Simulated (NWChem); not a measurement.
System: AlNH3Br; SMILES [NH2][AlH][Br]

Input file for NWChem:

```
start job
memory heap 200 mb stack 900 mb global 1100 mb
geometry units angstroms
  Al    -0.577357     1.085024     0.000000
  H     -2.123653     1.384781     0.000000
  Br     0.188415    -1.043500     0.000000
  N      0.614772     2.383669     0.000000
  H      1.620801     2.255621     0.000000
  H      0.386431     3.371988     0.000000
end
basis spherical
  Al library sto-3g
  H library sto-3g
  Br library sto-3g
  N library sto-3g
end
dft
  xc hfexch
  iterations 150
end
driver
  maxiter 120
end
task dft optimize
task dft freq
```

Parts of the log:

```
             Northwest Computational Chemistry Package (NWChem) 7.3.0
             --------------------------------------------------------

 CS  symmetry detected

                             Geometry "geometry" -> ""
                             -------------------------

 Output coordinates in angstroms (scale by  1.889725989 to convert to a.u.)

  No.       Tag          Charge          X              Y              Z
 ---- ---------------- ---------- -------------- -------------- --------------
    1 Al                  13.0000    -0.58230065     1.09202420     0.00000000
    2 H                    1.0000    -2.11249945     1.46535678     0.00000000
    3 Br                  35.0000     0.08084510    -1.07067293     0.00000000
    4 N                    7.0000     0.67054517     2.33219666     0.00000000
    5 H                    1.0000     1.66930290     2.15620340     0.00000000
    6 H                    1.0000     0.48971027     3.33030126     0.00000000

 Effective nuclear repulsion energy (a.u.)     205.2583257571

      Symmetry information
      --------------------

 Group name             Cs
 Group number              2
 Group order               2
 No. of unique centers     6

                                Z-matrix (autoz)
                                --------

 Units are Angstrom for bonds and degrees for angles

      Type          Name      I     J     K     L     M      Value
      ----------- --------  ----- ----- ----- ----- ----- ----------
    1 Stretch                  1     2                       1.57508
    2 Stretch                  1     3                       2.26208
    3 Stretch                  1     4                       1.76285
    4 Stretch                  4     5                       1.01415
    5 Stretch                  4     6                       1.01435
    6 Bend                     1     4     5               125.29764
    7 Bend                     1     4     6               124.43938
    8 Bend                     2     1     3               120.75803
    9 Bend                     2     1     4               121.58030
   10 Bend                     3     1     4               117.66168
   11 Bend                     5     4     6               110.26297
   12 Torsion                  2     1     4     5         180.00000
   13 Torsion                  2     1     4     6           0.00000
   14 Torsion                  3     1     4     5           0.00000
   15 Torsion                  3     1     4     6         180.00000

  xc_inp: hfexch multiplicative factor not found.

                           NWChem Geometry Optimization
                           ----------------------------

 maximum gradient threshold         (gmax) =   0.000450
 rms gradient threshold             (grms) =   0.000300
 maximum cartesian step threshold   (xmax) =   0.001800
 rms cartesian step threshold       (xrms) =   0.001200
 fixed trust radius                (trust) =   0.300000
 source of zmatrix                         =   autoz

          -------------------
          Energy Minimization
          -------------------

 Using diagonal initial Hessian
 Scaling for Hessian diagonals: bonds = 1.00  angles = 0.25  torsions = 0.10

          --------
          Step   0

                                 NWChem DFT Module
                                 -----------------

 Summary of "ao basis" -> "ao basis" (spherical)
 ------------------------------------------------------------------------------
       Tag                 Description            Shells   Functions and Types
 ---------------- ------------------------------  ------  ---------------------
 Al                          sto-3g                  5        9   3s2p
 H                           sto-3g                  1        1   1s
 Br                          sto-3g                  8       18   4s3p1d
 N                           sto-3g                  3        5   2s1p

      Symmetry analysis of basis
      --------------------------

        a'         27
        a"          8

[...]

      ----------------------
      Optimization converged
      ----------------------

  Step       Energy      Delta E   Gmax     Grms     Xrms     Xmax
  ---- ---------------- -------- -------- -------- -------- --------
@    5   -2839.27938056 -7.8D-07  0.00007  0.00003  0.00058  0.00146
                                     ok       ok       ok       ok

                                Z-matrix (autoz)
                                --------

 Units are Angstrom for bonds and degrees for angles

      Type          Name      I     J     K     L     M      Value     Gradient
      ----------- --------  ----- ----- ----- ----- ----- ---------- ----------
    1 Stretch                  1     2                       1.46766   -0.00001
    2 Stretch                  1     3                       2.19100   -0.00003
    3 Stretch                  1     4                       1.70768   -0.00002
    4 Stretch                  4     5                       1.01523   -0.00002
    5 Stretch                  4     6                       1.01553   -0.00003
    6 Bend                     1     4     5               125.90466    0.00001
    7 Bend                     1     4     6               124.86272   -0.00000
    8 Bend                     2     1     3               121.38469   -0.00004
    9 Bend                     2     1     4               122.11113    0.00007
   10 Bend                     3     1     4               116.50418   -0.00002
   11 Bend                     5     4     6               109.23262   -0.00000
   12 Torsion                  2     1     4     5         180.00000    0.00000
   13 Torsion                  2     1     4     6           0.00000    0.00000
   14 Torsion                  3     1     4     5           0.00000    0.00000
   15 Torsion                  3     1     4     6         180.00000    0.00000

                         Geometry "geometry" -> "geometry"
                         ---------------------------------

 Output coordinates in angstroms (scale by  1.889725989 to convert to a.u.)

  No.       Tag          Charge          X              Y              Z
 ---- ---------------- ---------- -------------- -------------- --------------
    1 Al                  13.0000    -0.58889113     1.10789271     0.00000000
    2 H                    1.0000    -2.01475436     1.45565042     0.00000000
    3 Br                  35.0000     0.07645333    -0.97964238     0.00000000
    4 N                    7.0000     0.63572643     2.29805090     0.00000000
    5 H                    1.0000     1.63580165     2.12327759     0.00000000
    6 H                    1.0000     0.47126742     3.30018013     0.00000000

 Effective nuclear repulsion energy (a.u.)     212.0826203188

      Symmetry information
      --------------------

 Group name             Cs
 Group number              2
 Group order               2
 No. of unique centers     6

[...]

 Rotational Constants
 --------------------
 A=   0.749782 cm-1  (  1.078744 K)
 B=   0.083982 cm-1  (  0.120829 K)
 C=   0.075523 cm-1  (  0.108658 K)

 Temperature                      =   298.15K
 frequency scaling parameter      =   1.0000

 Zero-Point correction to Energy  =   25.511 kcal/mol  (  0.040654 au)
 Thermal correction to Energy     =   28.338 kcal/mol  (  0.045160 au)
 Thermal correction to Enthalpy   =   28.931 kcal/mol  (  0.046104 au)

 Total Entropy                    =   71.044 cal/mol-K
   - Translational                =   40.339 cal/mol-K (mol. weight = 123.9246)
   - Rotational                   =   25.320 cal/mol-K (symmetry #  =        1)
   - Vibrational                  =    5.384 cal/mol-K

 Cv (constant volume heat capacity) =   14.380 cal/mol-K
   - Translational                  =    2.979 cal/mol-K
   - Rotational                     =    2.979 cal/mol-K
   - Vibrational                    =    8.421 cal/mol-K

[normal modes left out]

 ----------------------------------------------------------------------------
 Normal Eigenvalue ||           Projected Infra Red Intensities
  Mode   [cm**-1]  || [atomic units] [(debye/angs)**2] [(KM/mol)] [arbitrary]
 ------ ---------- || -------------- ----------------- ---------- -----------
    1       -0.000 ||    0.000973           0.022         0.949       0.155
    2       -0.000 ||    0.000489           0.011         0.477       0.078
    3       -0.000 ||    0.000683           0.016         0.666       0.109
    4        0.000 ||    0.000340           0.008         0.332       0.054
    5        0.000 ||    0.000000           0.000         0.000       0.000
    6        0.000 ||    0.001055           0.024         1.029       0.168
    7      207.136 ||    0.011815           0.273        11.518       1.882
    8      394.633 ||    0.020268           0.468        19.759       3.228
    9      425.027 ||    0.281411           6.492       274.334      44.820
   10      520.078 ||    0.026592           0.613        25.923       4.235
   11      621.880 ||    0.170566           3.935       166.276      27.166
   12      766.310 ||    0.101280           2.337        98.733      16.131
   13      949.152 ||    0.179539           4.142       175.024      28.595
   14     1027.065 ||    0.249581           5.758       243.303      39.750
   15     1973.571 ||    0.009031           0.208         8.804       1.438
   16     2742.274 ||    0.074224           1.712        72.357      11.821
   17     4022.024 ||    0.002199           0.051         2.144       0.350
   18     4204.555 ||    0.000129           0.003         0.126       0.021
 ----------------------------------------------------------------------------
```

Level: Hartree-Fock/STO-3G. This build's default masses of Se (78.918 u) and Br (79.917 u) are each other's, which moves their modes by up to 0.6 %.
